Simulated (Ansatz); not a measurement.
CH$_{6}$FNSSi, SMILES `CS[SiH](N)F`, charge 0, multiplicity 1.

Problem. Give a relaxed structure at PBE0-D4/def2-TZVP (the Gaussian-basis code of Ansatz). (Best estimate.)

Solution. Computed: 
Cartesian coordinates in Å:
```
C -1.7313 -0.0901 1.2619
S 0.0789 -0.2492 1.3139
Si 0.5836 0.3256 -0.6541
N 2.1355 -0.2751 -0.9410
F -0.5648 -0.2507 -1.6166
H -2.0299 0.9517 1.1504
H -2.1019 -0.4627 2.2161
H -2.1497 -0.6870 0.4542
H 0.5910 1.7807 -0.9195
H 2.7713 0.1614 -1.5862
H 2.4173 -1.2044 -0.6789
```
This is one stationary point; other conformers may exist.
